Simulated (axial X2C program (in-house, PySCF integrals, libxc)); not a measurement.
# What spin–orbit coupling does to BrCl⁻

All values were computed with an in-house relativistic program for diatomic molecules. Spin-free means the one-electron spin-free X2C Hamiltonian; two-component (2c) means X2C with spin–orbit coupling and atomic mean-field two-electron Coulomb and Gaunt terms, so the difference of the two also holds small scalar two-electron terms. Basis: Br dyall-acv3z [9s10p7d5f1g], Cl dyall-av3z [9s8p3d2f] (cores contracted in-house); Gaussian nuclei, density fitting, unrestricted open shells. Masses: Br 78.918 u, Cl 34.969 u.

Spin-free state: M_S = 1/2, Λ = 0 (beyond evenly filled blocks: σα); fragments Br + Cl-.

| level | Re (Å) | ωe (cm⁻¹) | De (eV) | μ (D) |
| --- | --- | --- | --- | --- |
| PBE0 | 2.742 | 188.8 | 1.447 | -2.62 |
| HF | 2.767 | 199.4 | 0.597 | -3.29 |
| PBE50 | 2.694 | 210.1 | 1.280 | -2.64 |

Dipoles are positive if Cl is the positive end and refer to the centre of mass.

Two-component determinant lowest at the distance of the search:

Ω = 1/2 (⟨Sz⟩ = 0.49, ⟨Lz⟩ = 0.01 at PBE0); fragments Br + Cl-.

```
level  Re (Å)  ωe (cm⁻¹)  De (eV)  μ (D)
 PBE0   2.747      186.5    1.360  -2.67
   HF   2.776      192.6    0.448  -3.50
PBE50   2.699      207.9      n/a  -2.70
```

(1) From the two tables, how do the constants change at the PBE0 level (2c against spin-free)?

The state is one determinant whose occupation by symmetry is held fixed; it was picked as the lowest of a PBE0 search that is not exhaustive. De is counted from the lowest determinant-based energies of the atoms at the same level, without counterpoise correction. De is not given where an atomic determinant may have missed its ground term or J level, or where the truncated virtual space spoils (T). Density functionals use the spin component along the axis (collinear). The functionals have no current-density term, which raises determinants with orbital currents, atoms included. Hartree–Fock gets electron affinities wrong, so its lowest charge split need not be the true one.

Results:

(1) At the PBE0 level Re increases by 0.005 Å and ωe decreases by 2.3 cm⁻¹; De changes by -0.087 eV.
